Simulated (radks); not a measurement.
Results of a calculation; reference values are marked as such.
Question: Species: Yb27+. Configuration: [Kr] 4d7. Level of theory: Dirac Kohn-Sham, PBE, spin-unpolarised, spherical densities, finite nucleus; open shells fill j = l - 1/2 first; Fermi nuclear charge, rms radius 5.3108 fm (a radial shooting solver on a logarithmic mesh with Libxc functionals). Some entries of the table are withheld. Estimate them.

| orbital | occ. | eigenvalue (eV) | <r> (bohr) |
|---|---|---|---|
| 1s1/2 | 2 | (1) | 0.01966 |
| 2s1/2 | 2 | -11288.36 | 0.08277 |
| 2p1/2 | 2 | -10810.14 | 0.06874 |
| 2p3/2 | 4 | -9763.802 | 0.07624 |
| 3s1/2 | 2 | -3262.712 | 0.2153 |
| 3p1/2 | 2 | -3052.983 | 0.2051 |
| 3p3/2 | 4 | -2828.537 | 0.2188 |
| 3d3/2 | 4 | -2472.995 | 0.1923 |
| 3d5/2 | 6 | -2423.971 | 0.1965 |
| 4s1/2 | 2 | -1303.805 | 0.4558 |
| 4p1/2 | 2 | (2) | 0.4564 |
| 4p3/2 | 4 | (3) | 0.4793 |
| 4d3/2 | 4 | -1009.730 | 0.4766 |
| 4d5/2 | 3 | -996.8727 | 0.4833 |
| 5s1/2 | 0 | -686.9955 | 0.8263 |
| 5p1/2 | 0 | -648.3121 | 0.8419 |
| 5p3/2 | 0 | -625.0819 | 0.8729 |

Answer: 
(1) 1s1/2 eigenvalue (eV): -62077.47
(2) 4p1/2 eigenvalue (eV): -1216.295
(3) 4p3/2 eigenvalue (eV): -1154.110
